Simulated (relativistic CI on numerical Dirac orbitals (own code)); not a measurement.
Computed by Dirac-Coulomb-Breit CI, KLI orbitals optimised for each configuration, model QED, unscaled Slater integrals (own radial code, finite nucleus).

The strongest absorption lines from the ground level of an ion, among the configurations computed and to levels below about 823 eV (vacuum wavelength in Å, gf): 23.760 (0.57), 24.381 (1.2), 24.549 (0.036), 27.700 (0.14), 28.569 (0.22), 85.746 (2.1), 108.64 (0.06), 127.47 (0.00051).

Task: Which ion is it?
A. Sr20+
B. Zr22+
C. Kr18+
D. Sr18+

Result: A. Sr20+ has 18 electrons and the ground level 3s2 3p6 1S_0; the strongest line goes to 3s2 3p5 3d 1P°_1. The pattern of lines fixes the number of electrons, and along that sequence the line energies rise steadily with the charge (about as its square where n changes within one kind of shell, about linearly where n is kept but much faster in heavy ions where fine structure, which grows about as Z⁴, sets the gap, and irregularly where shells cross), which fixes Z. Configurations outside the model, such as inner-shell arrays, can give stronger lines. At this charge energies of transitions that change n are usually good to better than 1 %, and those within a shell (Δn = 0) to a few per cent.

LS names give the leading component of a level, which can be under half, so a name can repeat, a term be missing and a line seem to break the LS rules.
